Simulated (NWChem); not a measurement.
# SnBr cation, singlet; SMILES [Sn+][Br]

Results from NWChem. Medium grid unless said otherwise, to which SCAN and Minnesota functionals are sensitive. Low-valent species are run as closed-shell singlets; no triplet was tried in these runs. Coordinates come from a PBE0/def2-SVP optimisation. def2 effective core potentials on Sn; no spin-orbit coupling.

For level HCTH/407/def2-SVP:

* **highest occupied level (eV)**: -13.32
* **orbital gap (eV)**: 3.61

Task: How do the values read with level MN15/def2-SVP instead?

Result: 
* **highest occupied level (eV)**: -15.00
* **orbital gap (eV)**: 6.46
